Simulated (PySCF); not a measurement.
Compound: C4H8O2P (charge -1).
Cartesian coordinates in Å at the PBE0-D3(BJ)/def2-SVP level; atoms count from 1:
```xyz
15
C4H8O2P angstrom
C      2.460   -0.265    0.020
P      1.290    0.571    1.187
O      1.139    2.015    0.741
O      1.683    0.168    2.588
C     -0.314   -0.243    0.757
C     -1.009    0.186   -0.505
C     -1.535    0.628    0.825
H      3.456    0.174    0.188
H      2.517   -1.344    0.233
H      2.177   -0.106   -1.033
H     -0.428   -1.288    1.071
H     -1.579   -0.554   -1.079
H     -0.490    0.947   -1.097
H     -2.472    0.195    1.191
H     -1.346    1.670    1.103
```

The closed-shell ground state was solved at several levels (PySCF, density fitting, gas phase, non-relativistic). The geometry's basis has no diffuse functions, a weakness for an anion. No diffuse functions stand in pcSseg-1, which bears on an anion's orbital energies.

```json
{"level": "PBE0/pcSseg-1", "basis functions": "166", "HOMO (eV)": "-1.89", "LUMO (eV)": "5.08", "gap (eV)": "6.97"}
{"level": "wB97X-D/def2-SVPD", "basis functions": "214", "HOMO (eV)": "-4.08", "LUMO (eV)": "5.70", "gap (eV)": "9.78"}
```

(1) Estimate the row for B3LYP/pcSseg-1, a basis of 166 functions; the other rows only guide the guess.

(2) Over all these levels, which gives the widest orbital gap and which the narrowest?

Answers

(1) HOMO -1.62 eV, LUMO 4.77 eV, gap 6.39 eV.

(2) wB97X-D/def2-SVPD (range-separated hybrid) has the widest, 9.78 eV, and B3LYP/pcSseg-1 (global hybrid, 20 % exact exchange) the narrowest, 6.39 eV. Functional and basis both differ between the two, so the spread mixes both effects.

One conformer stands for the species.
